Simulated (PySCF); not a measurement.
Correlation energy of Xe²⁶⁺ (xenon, charge +26)

Starting occupation: [Ar] 3d10. Calculation: PySCF 2.14, in an uncontracted even-tempered set (19 s from 1.2 bohr⁻², ratio 2.6; 15 p from 1.6 bohr⁻², ratio 2.6; 10 d from 1.6 bohr⁻², ratio 2.6; 6 f from 1.7 bohr⁻², ratio 2.8); X2C-1e with screened-nucleus spin-orbit coupling, Gaussian nucleus. Frozen: [Ar]; 10 electrons correlated; the 100 highest virtual spinors left out.

MP2 pair energies summed by pair of shells (mhartree):

```json
{"pair": "3d3/2-3d5/2", "energy": "-187.18", "share (%)": "49.8"}
{"pair": "3d5/2-3d5/2", "energy": "-132.09", "share (%)": "35.1"}
{"pair": "3d3/2-3d3/2", "energy": "-56.91", "share (%)": "15.1"}
```

Total MP2 correlation energy: -376.18 mhartree.

The virtual space was cut to 70 spinors, which keep -370.94 of the -376.18 mhartree of MP2 correlation.

```json
{"level": "CCSD", "correlation energy (mhartree)": "-365.43"}
{"level": "(T)", "correlation energy (mhartree)": "-0.38"}
{"level": "CCSD(T)", "correlation energy (mhartree)": "-365.81"}
```

Diagnostics: T1 = 0.00010, largest double amplitude 0.007.

Cost of the coupled-cluster step: 67 s of wall time on 1 thread of Neoverse-V2 (shared host), for 10 occupied and 70 virtual spinors.

At this charge the one-electron X2C treatment keeps the bare 1/r₁₂, with no two-electron picture change or Breit term. The effect here is smaller than on the frozen 1s shell.
